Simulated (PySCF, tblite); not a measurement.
Compound: C₆H₁₂O₂Si.
Geometry (GFN2-xTB, Å), atoms numbered from 1 in this order:
```
atom  x, y, z in Å
C1    -2.659   -0.468    0.711
C2    -1.472    0.401    1.003
O3    -1.287    0.939    2.067
C4    -0.435    0.506   -0.108
C5    -0.995    0.464   -1.524
C6     0.474   -0.701    0.167
O7     0.285   -1.764   -0.373
C8     1.561   -0.439    1.136
Si9    3.099    0.228    0.204
H10   -2.318   -1.424    0.321
H11   -3.289    0.002   -0.040
H12   -3.237   -0.618    1.620
H13    0.139    1.421    0.059
H14   -0.197    0.675   -2.233
H15   -1.392   -0.522   -1.750
H16   -1.776    1.210   -1.654
H17    1.240    0.286    1.882
H18    1.842   -1.368    1.631
H19    2.759    1.510   -0.417
H20    4.151    0.413    1.201
H21    3.497   -0.736   -0.818
```

Method: PBE0/pcSseg-1 in PySCF (dipole) on a GFN2-xTB geometry, gas phase.

Take the most abundant isotopes and a rigid rotor. The values belong to one conformer with, in the numbering `[CH3:1][C:2](=[O:3])[C@H:4]([CH3:5])[C:6](=[O:7])[CH2:8][SiH3:9]`, C1–C2–C4–C5 34°, C2–C4–C6–O7 93°, C4–C6–C8–Si9 -88°.

Problem. Give the principal moments of inertia and the rotational constants in MHz.

Solution. Ia = 231.07, Ib = 608.13, Ic = 671.89 u·Å²; 505379 MHz·u·Å²/I gives A = 2187, B = 831.0, C = 752.2 MHz.

Problem. What kind of rotor is it?

Solution. An asymmetric top. Ray's parameter κ = (2B − A − C)/(A − C) = -0.890; −1 is the prolate and +1 the oblate limit.

Problem. Is it planar, by Δ = Ic − Ia − Ib?

Solution. Not planar: Δ = Ic − Ia − Ib = -167.31 u·Å². For a rigid frame Δ = −2 Σ m c², so Σ m c² = 83.65 u·Å² lies off the ab plane: 18.15 from hydrogen and 65.50 from heavier atoms. The atom farthest from that plane is 1.98 Å away.

Problem. Where do the levels up to J = 2 lie, in K?

Solution. Above 0(0,0), as E/k:
J = 1: 1(0,1) 0.076, 1(1,1) 0.141, 1(1,0) 0.145
J = 2: 2(0,2) 0.228, 2(1,2) 0.289, 2(1,1) 0.301, 2(2,1) 0.496, 2(2,0) 0.496
The levels of one J sum to (2J + 1)J(J + 1)(A + B + C)/3.

Problem. Predict some low-J microwave lines.

Solution. The dipole components are |μa| = 0.31 D, |μb| = 0.64 D, |μc| = 1.29 D. The squared components, which scale the intensities, stand as 0.06 : 0.25 : 1.00 (a : b : c). Some lines, for components of 0.1 D or more:

| type | branch | J(Ka,Kc) | MHz | lower level (cm⁻¹) |
| --- | --- | --- | --- | --- |
| c | Q | 2(1,2) ← 2(0,2) | 1281 | 0.158 |
| c | Q | 1(1,1) ← 1(0,1) | 1356 | 0.053 |
| b | Q | 1(1,0) ← 1(0,1) | 1435 | 0.053 |
| b | Q | 2(1,1) ← 2(0,2) | 1517 | 0.158 |
| a | R | 1(0,1) ← 0(0,0) | 1583 | 0.000 |
| b | R | 2(0,2) ← 1(1,1) | 1807 | 0.098 |
| b | R | 1(1,1) ← 0(0,0) | 2939 | 0.000 |
| c | R | 1(1,0) ← 0(0,0) | 3018 | 0.000 |
| a | R | 2(1,2) ← 1(1,1) | 3088 | 0.098 |
| a | R | 2(0,2) ← 1(0,1) | 3163 | 0.053 |
| a | R | 2(1,1) ← 1(1,0) | 3245 | 0.101 |
| c | Q | 2(2,1) ← 2(1,1) | 4068 | 0.209 |
| b | Q | 2(2,0) ← 2(1,1) | 4072 | 0.209 |
| b | Q | 2(2,1) ← 2(1,2) | 4305 | 0.201 |
| b | R | 2(1,2) ← 1(0,1) | 4444 | 0.053 |
| c | R | 2(1,1) ← 1(0,1) | 4680 | 0.053 |
| b | R | 2(2,1) ← 1(1,0) | 7314 | 0.101 |
| c | R | 2(2,0) ← 1(1,0) | 7317 | 0.101 |
| c | R | 2(2,1) ← 1(1,1) | 7393 | 0.098 |

Problem. Estimate the classical rotational partition function at 25 K, 298.15 K and 500 K.

Solution. Point group C1, symmetry number σ = 1; q = (√π/σ)·√((kT/h)³/(ABC)), k/h = 20836.6 MHz/K: 18000 at 25 K, 742000 at 298.15 K, 1610000 at 500 K.

Its GFN2-xTB frequencies are all real (lowest 32 cm⁻¹). These are rigid-rotor constants of the computed structure; measured ground-state constants (B0) also hold zero-point vibration. A rigid rotor knows nothing of internal rotation, which can split or shift real lines.

Time: 2.2 min of wall time; peak memory 1.1 GiB. Hardware: one thread, Intel Xeon at 2.50 GHz (x86_64), on a shared host. This is the PBE0/pcSseg-1 job that gave the dipole, with the shieldings it also computed.
